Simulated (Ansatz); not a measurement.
Al(Me)(SH)2 (CH₅AlS₂), SMILES [CH3][Al]([SH])[SH].

Geometry: B3LYP-D3(BJ)/def2-SVP. The structure was generated by enumeration; whether it is a known compound was not checked. One conformer was computed; it need not be the lowest.

Two levels are set side by side: PBE/def2-SVPD (Ansatz, an electronic-structure program) and CAM-B3LYP/def2-SVPD (Ansatz). Energy differences of separate SCF runs at the same geometry; the states with an electron removed or added have multiplicity 2 and 2. Differences are taken from unrounded values.

| quantity | PBE |
|---|---|
| vertical ionisation energy (eV) | 9.20 |
| vertical singlet–triplet gap (eV) | 4.91 |

Problem. These are the PBE values. What does CAM-B3LYP give? (The exact figures need the calculation; the answer reports its results.)

Solution. 
```csv
quantity,CAM-B3LYP,PBE minus CAM-B3LYP
vertical ionisation energy (eV),9.75,-0.55
vertical singlet–triplet gap (eV),5.65,-0.74
```
